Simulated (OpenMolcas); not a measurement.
# O2+: terms and fine structure

```yaml
Program: OpenMolcas
Method: "SS-CASPT2, IPEA 0.25 Eh, imaginary shift 0.1 Eh (closed shells correlated: 1s)"
Basis: ANO-RCC-VTZP [4s3p2d1f]
Scalar_Hamiltonian: DKH2, point nucleus
Active_space: 4 electrons in 4 orbitals (2s 2p)
State_averaging: 2S+1 = 3 even, 6 roots; 2S+1 = 1 even, 11 roots; 2S+1 = 5 odd, 1 root; 2S+1 = 3 odd, 9 roots; 2S+1 = 1 odd, 8 roots
Spin-orbit_coupling: RASSI with atomic mean-field integrals over the reference wave functions, term energies averaged over their components
```

With spin-orbit coupling, above the lowest level:

```
Configuration  Term  J  E (cm-1)  Measured (cm-1)  Term weight %
      2s2 2p2    3P  0       0.0              0.0            100
      2s2 2p2    3P  1       106              113            100
      2s2 2p2    3P  2       312                             100
      2s2 2p2    1D  2     20520            20273            100
      2s2 2p2    1S  0     42920            43186            100
       2s 2p3   5S*  2     57810            60325            100
       2s 2p3   3D*  2    118630                             100
       2s 2p3   3D*  1    118630                             100
       2s 2p3   3D*  3    118630                             100
       2s 2p3   3P*  0    142380                             100
       2s 2p3   3P*  1    142380                             100
       2s 2p3   3P*  2    142380                             100
       2s 2p3   1D*  2    189120           187054            100
       2s 2p3   3S*  1    199440           197088            100
       2s 2p3   1P*  1    212540           210462            100
          2p4    3P  2    288750           283760            100
          2p4    3P  1    288960           283977            100
          2p4    3P  0    289070           284072            100
```

Against the 10 measured excited levels shown (Moore, Selected Tables of Atomic Spectra, NSRDS-NBS 3, section 11) the mean absolute deviation is 2400 cm-1; the largest miss in energy is 2p4 3P2: computed 288750, measured 283760 cm-1 (+1.8 %), and the largest in proportion 2s2 2p2 3P1 (-6.7 %).

Spin-orbit coupling puts the lowest level 209 cm-1 below the lowest spin-free term.

For 3P the intervals divided by the larger J are 105.6, 103.0 cm-1. Landé's interval rule makes them equal in pure LS coupling; they differ by 3 % of their mean. The multiplet is regular.

CASPT2 does not keep the components of a term degenerate, so their means are used; among the terms shown or strongly mixed into the levels shown the widest spread is 200 cm-1 (2s 2p3 1D*). Computed and measured levels are paired by configuration, term and J; levels that our copy of the source lacks, or whose pairing is in doubt (as where it misses far off the trend of its configuration), stay unpaired and out of the deviations. Levels of configurations outside the active space are missing. The first state left out of the spin-orbit step lies near 370000 cm-1 above the lowest spin-free state of the reference (among the parities and spins computed), and the list stops at four fifths of that energy or lower.

The term weight is that of the spin-free term in the level, not the purity of its configuration. * marks odd parity.
